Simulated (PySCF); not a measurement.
## Working with the constants of InI⁺

UHF-CCSD(T) constants of InI⁺, ²Π (doublet), unpaired electrons π ↑ (PySCF, scalar-relativistic core potentials, basis sets In def2-SVP with ECP28, I def2-SVP with ECP28; masses 114.9039 and 126.9045 u):

```
ωe              : 67.9 cm⁻¹
ωexe            : 0.486 cm⁻¹
Be              : 0.023588 cm⁻¹
αe              : 0.000173 cm⁻¹
D (centrifugal) : 1.14e-08 cm⁻¹
De to In⁺ + I   : 0.354 eV
```

Q: Give the vibrational terms G(v) and spacings up to v = 6.

A: G(v) = ωe(v+½) − ωexe(v+½)².

```json
{"v": "0", "G(v) (cm⁻¹)": "33.8", "G(v) − G(v−1)": "", "Bv (cm⁻¹)": "0.02350"}
{"v": "1", "G(v) (cm⁻¹)": "100.8", "G(v) − G(v−1)": "66.9", "Bv (cm⁻¹)": "0.02333"}
{"v": "2", "G(v) (cm⁻¹)": "166.7", "G(v) − G(v−1)": "66.0", "Bv (cm⁻¹)": "0.02316"}
{"v": "3", "G(v) (cm⁻¹)": "231.7", "G(v) − G(v−1)": "65.0", "Bv (cm⁻¹)": "0.02298"}
{"v": "4", "G(v) (cm⁻¹)": "295.7", "G(v) − G(v−1)": "64.0", "Bv (cm⁻¹)": "0.02281"}
{"v": "5", "G(v) (cm⁻¹)": "358.7", "G(v) − G(v−1)": "63.0", "Bv (cm⁻¹)": "0.02264"}
{"v": "6", "G(v) (cm⁻¹)": "420.8", "G(v) − G(v−1)": "62.1", "Bv (cm⁻¹)": "0.02246"}
```

Q: How well does the Morse estimate ωe²/(4ωexe) reproduce De, and what is D0?

A: It gives 0.294 eV, 83 % of the computed De. D0 = De − G(0) = 0.354 − 0.004 = 0.350 eV.

Correlated steps freeze 8 core orbitals. The bond is weak. Basis-set superposition, not corrected here, can be much of De in a small basis, most of all at correlated wavefunction levels. These are scalar-relativistic numbers at best; spin–orbit coupling would shift them, the dissociation energy most. For an ion De counts to the pair picked by the measured ionisation energies or electron affinities, which need not be the lowest pair at this level. The state was picked by a PBE0 search and need not be the measured ground state.
